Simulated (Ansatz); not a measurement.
C4H5F3 can be A, `C/C=C(\F)C(F)F`, or B, `C/C(F)=C/C(F)F`.

Gas-phase electronic energies from Ansatz, PBE0-D4/def2-TZVP geometries. CBS: MP2 limit from def2 TZ/QZ plus the TZ coupled-cluster correction, frozen cores. Double bonds are as drawn, so ΔE can hold a change between cis and trans. DFT in def2-TZVPP. B3LYP here is the variant with VWN-RPA as its local correlation; programs differ in this. Each species was taken in one conformer, which may not be the lowest.

Question: Which isomer does CCSD(T)/CBS put lower? Give the gap. (Best estimate.)

Answer: The calculation gave: B, by 18.1 kJ/mol.

Question: Give E(B) − E(A) in kJ/mol with B2PLYP, CCSD(T)/def2-TZVPP, ωB97M-V, CCSD(T)/def2-SVP, LDA (SPW92), CCSD/def2-TZVPP, B3LYP-D4. (Estimate.)

Answer: Computed: B2PLYP -19.0, CCSD(T)/def2-TZVPP -17.5, ωB97M-V -18.5, CCSD(T)/def2-SVP -14.3, LDA (SPW92) -18.1, CCSD/def2-TZVPP -17.5, B3LYP-D4 -18.6. None reverses the order clearly.

Question: Does the order hold for the free energy at 298.15 K (harmonic terms from PBE0-D4)? (Estimate.)

Answer: Ansatz gave: Yes: G(B) − G(A) = -18.6 kJ/mol, for one conformer each. Modes under 60 cm⁻¹, often nearly free rotors, make the harmonic entropy too high.

Largest T1 diagnostic: 0.012.

Leaving LDA and LC-ωPBE aside and taking each functional with its dispersion term where it has one, the values, not all of them listed here, spread over 0.7 kJ/mol, from B2PLYP to revPBE-D4. At CCSD(T), def2-SVP lies +3.8 kJ/mol from the extrapolated value and def2-TZVPP +0.6 kJ/mol.
